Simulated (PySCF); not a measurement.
## Electron correlation in Sb⁺ (antimony, charge +1)

[Kr] 4d10 5s2 5p2, high-spin 3P determinant. All numbers are calculated (PySCF 2.14, scalar relativity through the core potential, in def2-TZVPPD with the def2 core potential (28 electrons) (7s5p4d2f, 56 functions)). Frozen: nothing; 22 electrons correlated.

| level | correlation energy (mhartree) |
| --- | --- |
| CCSD | -319.12 |
| (T) | -7.16 |
| CCSD(T) | -326.28 |

Diagnostics: T1 = 0.0079, D1 = 0.0326, largest double amplitude 0.076.

Cost of the coupled-cluster step: of the order of 20 core-seconds, for 22 correlated electrons.

Iterations:

```
CC2 = 0
CCSD nocc = (np.int64(12), np.int64(10)), nmo = (56, 56)
frozen orbitals [[], []]
max_cycle = 100
direct = 0
conv_tol = 1e-08
conv_tol_normt = 1e-06
diis_space = 8
diis_start_cycle = 0
Init t2, MP2 energy = -0.3268495464369
Init E_corr(UCCSD) = -0.326849546454686
cycle = 1  E_corr(UCCSD) = -0.311404146364653  dE = 0.0154454001  norm(t1,t2) = 0.0545419
cycle = 2  E_corr(UCCSD) = -0.31855068370919  dE = -0.00714653734  norm(t1,t2) = 0.0142745
cycle = 3  E_corr(UCCSD) = -0.318580026541319  dE = -2.93428321e-05  norm(t1,t2) = 0.00563185
cycle = 4  E_corr(UCCSD) = -0.319152888477083  dE = -0.000572861936  norm(t1,t2) = 0.00177189
cycle = 5  E_corr(UCCSD) = -0.319125594995191  dE = 2.72934819e-05  norm(t1,t2) = 0.000370058
cycle = 6  E_corr(UCCSD) = -0.319118510584865  dE = 7.08441033e-06  norm(t1,t2) = 5.61125e-05
cycle = 7  E_corr(UCCSD) = -0.319120735465961  dE = -2.2248811e-06  norm(t1,t2) = 1.45469e-05
cycle = 8  E_corr(UCCSD) = -0.319120680004409  dE = 5.54615516e-08  norm(t1,t2) = 2.42799e-06
cycle = 9  E_corr(UCCSD) = -0.319120646669806  dE = 3.33346036e-08  norm(t1,t2) = 4.37356e-07
cycle = 10  E_corr(UCCSD) = -0.319120649129601  dE = -2.45979564e-09  norm(t1,t2) = 9.34821e-08
UCCSD converged
E(UCCSD) = -239.2811084507449  E_corr = -0.3191206491296013
UCCSD(T) correction = -0.00716462748983343
```

The basis has no tight functions for the innermost shells, so their pair energies are far from complete.

This basis was not built for core-valence correlation, so the inner-shell part is incomplete.
